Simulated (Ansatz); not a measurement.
A CCSD(T) single point on C$_{2}$H$_{7}$SSb (`C[CH](S)[SbH2]`).

```yaml
crystal:
  periodic: [false, false, false]
  atoms:
    - {symbol: C, position_ang: [-0.806309, 0.945142, -0.140689]}
    - {symbol: C, position_ang: [-0.263244, -0.374467, 0.372023]}
    - {symbol: S, position_ang: [0.329401, -0.115037, 2.070088]}
    - {symbol: Sb, position_ang: [1.361906, -1.190272, -0.834724]}
    - {symbol: H, position_ang: [-0.029245, 1.712896, -0.155240]}
    - {symbol: H, position_ang: [-1.626110, 1.303404, 0.490831]}
    - {symbol: H, position_ang: [-1.184608, 0.831616, -1.158311]}
    - {symbol: H, position_ang: [-1.057130, -1.123619, 0.390421]}
    - {symbol: H, position_ang: [0.717247, -1.375742, 2.323073]}
    - {symbol: H, position_ang: [2.097789, 0.340337, -1.013038]}
    - {symbol: H, position_ang: [0.525802, -1.011159, -2.323936]}
basis:
  gaussian: {orbitals: def2-TZVPP}
correlation: {method: ccsd_t}
```

```sh
$ ansatz run in.yaml --threads 4 --pin off --events-out ev --progress --plain --max-ram 10444MiB
```

Output of Ansatz, abridged:

```
Functional definition: HF
1607 factors; integrals over basis functions are off by at most 1.0e-3 eV
mean field evaluation 1: about -19497.1418 eV, gradient 2.8e1 eV
mean field evaluation 2: about -19497.4010 eV, gradient 2.8e1 eV
mean field evaluation 4: about -19500.0233 eV, gradient 4.5e0 eV
mean field evaluation 8: about -19500.0958 eV, gradient 3.0e-1 eV
mean field -19500.09632217 eV, -716.6153221997 hartree, gradient 4.5e-6 eV, S^2 0.000000; 0 other end points of the search recorded, 0 dependent functions left out
11 core orbitals not correlated: weight in the atoms' cores, before any rotation towards them, 1.000 or more for the frozen orbitals, at most 0.000 for the correlated occupied ones
reference -19500.09632217 eV, -716.6153221997 hartree; 18, 18 occupied and 223, 223 virtual orbitals, 1607 factors
second order -24.36274833 eV of doubles, -0.00000000 eV of singles
cycle   1  -24.62740808 eV  change   -2.6e-1 eV  update   1.1e-1
cycle   2  -25.30029297 eV  change   -6.7e-1 eV  update   3.3e-2
cycle   3  -25.40137886 eV  change   -1.0e-1 eV  update   1.6e-2
cycle   4  -25.39005170 eV  change    1.1e-2 eV  update   4.3e-3
cycle   5  -25.38979730 eV  change    2.5e-4 eV  update   1.8e-3
cycle   6  -25.38986383 eV  change   -6.7e-5 eV  update   5.9e-4
cycle   7  -25.38960926 eV  change    2.5e-4 eV  update   2.3e-4
cycle   8  -25.38962564 eV  change   -1.6e-5 eV  update   8.2e-5
cycle   9  -25.38966364 eV  change   -3.8e-5 eV  update   3.2e-5
perturbative correction -0.98367590 eV, -0.0361494225 hartree
Total energy: -19526.46966171 eV, -717.5845245514 hartree
```

Hardware: 4 threads of an Arm Neoverse V2 on a shared host. Wall time 3 min, peak host memory 5.9 GiB.

The correlation energy is -26.373 eV, 3.7 % of it from (T); the T1 diagnostic reads 0.0124.
